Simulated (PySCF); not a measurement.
# HTiN + F₂ → FTiN + HF

Level: PBE0 in the def2-TZVP basis family, all electrons, no relativity, computed in PySCF with density fitting; open shells unrestricted.

```json
{"species": "HTiN", "state and structure": "singlet, Cs, Ti–H 1.770 Å, Ti–N 1.547 Å; H–Ti–N 110.0°", "E (Eh)": "-904.46665", "ZPE (kJ/mol)": "19.4", "H(298 K) − H(0) (kJ/mol)": "10.6", "S° (J/(mol K))": "244.0"}
{"species": "F₂", "state and structure": "singlet, D∞h, F–F 1.376 Å", "E (Eh)": "-199.40856", "ZPE (kJ/mol)": "6.6", "H(298 K) − H(0) (kJ/mol)": "8.7", "S° (J/(mol K))": "201.9"}
{"species": "FTiN", "state and structure": "singlet, Cs, Ti–F 1.833 Å, Ti–N 1.553 Å; F–Ti–N 113.7°", "E (Eh)": "-1003.75828", "ZPE (kJ/mol)": "12.5", "H(298 K) − H(0) (kJ/mol)": "11.5", "S° (J/(mol K))": "267.9"}
{"species": "HF", "state and structure": "singlet, C∞v, H–F 0.920 Å", "E (Eh)": "-100.39188", "ZPE (kJ/mol)": "24.9", "H(298 K) − H(0) (kJ/mol)": "8.7", "S° (J/(mol K))": "173.6"}
```

(1) What is the electronic reaction energy?

(2) Add zero-point, thermal and entropy terms for 298.15 K and 1 bar.

Results:

(1) At PBE0/def2-TZVP, ΔE = -721.9 kJ/mol from the differences of the total energies times 2625.5, downhill. 

(2) ΔZPE = 11.4 and Δ[H(298) − H(0)] = 0.9 kJ/mol give ΔH° = -709.6 kJ/mol. ΔS° = -4.4 J/(mol K), so ΔG° = -709.6 − 298.15 × (-0.0044) = -708 kJ/mol.

Only the bonding shown was studied: isomers, or loss of a ligand pair, can lie lower.
